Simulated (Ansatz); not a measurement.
C4H11AlSi (SMILES [CH3][Al]([CH3])/[CH]=C/[SiH3]), singlet, at the geometry of the source list, with bond 7-1 at 2.4 times its length; Ansatz (a quantum-chemistry and plane-wave program) with CASSCF(2,2)/STO-3G.

Input for Ansatz:
Ansatz 0.2 input:
```yaml
crystal:
  periodic: [false, false, false]
  atoms:
    - {symbol: Si, position_ang: [3.45660000, -0.36180000, -0.24060000]}
    - {symbol: C, position_ang: [1.57490000, -0.45990000, -0.25590000]}
    - {symbol: C, position_ang: [0.74550000, 0.41670000, 0.33020000]}
    - {symbol: Al, position_ang: [-1.23000000, 0.23860000, 0.16630000]}
    - {symbol: C, position_ang: [-2.02510000, -1.53590000, -0.27780000]}
    - {symbol: C, position_ang: [-2.35350000, 1.85970000, 0.45820000]}
    - {symbol: H, position_ang: [4.79316000, -3.48900000, -1.13052000]}
    - {symbol: H, position_ang: [3.90180000, 0.65140000, -1.20290000]}
    - {symbol: H, position_ang: [3.92170000, 0.01410000, 1.09770000]}
    - {symbol: H, position_ang: [1.12890000, -1.28900000, -0.80030000]}
    - {symbol: H, position_ang: [1.21660000, 1.24510000, 0.86690000]}
    - {symbol: H, position_ang: [-2.38710000, -2.05150000, 0.61980000]}
    - {symbol: H, position_ang: [-2.88970000, -1.44620000, -0.94380000]}
    - {symbol: H, position_ang: [-1.32250000, -2.22120000, -0.76210000]}
    - {symbol: H, position_ang: [-1.73470000, 2.75130000, 0.61340000]}
    - {symbol: H, position_ang: [-3.00640000, 1.77740000, 1.33370000]}
    - {symbol: H, position_ang: [-3.01050000, 2.07610000, -0.39130000]}
basis:
  gaussian:
    orbitals: STO-3G
hamiltonian:
  xc: hf
magnetization: {spin_polarized: false}
correlation: {active_space: {window: {electrons: 2, orbitals: 2}}}
```

The log (banner, timings and long lists left out):

```
Functional definition: HF
610 factors; integrals over basis functions are off by at most 6.5e-5 eV
mean field evaluation 1: about -18506.0274 eV, gradient 2.1e1 eV
mean field evaluation 2: about -18506.1651 eV, gradient 2.0e1 eV
mean field evaluation 4: about -18509.9746 eV, gradient 1.2e1 eV
mean field evaluation 8: about -18511.8889 eV, gradient 4.9e-1 eV
mean field evaluation 16: about -18510.2291 eV, gradient 1.1e0 eV
mean field -18511.88766541 eV, -680.2993238955 hartree, gradient 1.9e-6 eV, S^2 0.000000; 1 other end points of the search recorded, 0 dependent functions left out
reference -18511.88766541 eV, -680.2993238955 hartree; 31, 31 occupied and 18, 18 virtual orbitals, 610 factors
state -18517.06894518 eV, -680.4897324152 hartree
Total energy: -18517.06894518 eV, -680.4897324152 hartree
```
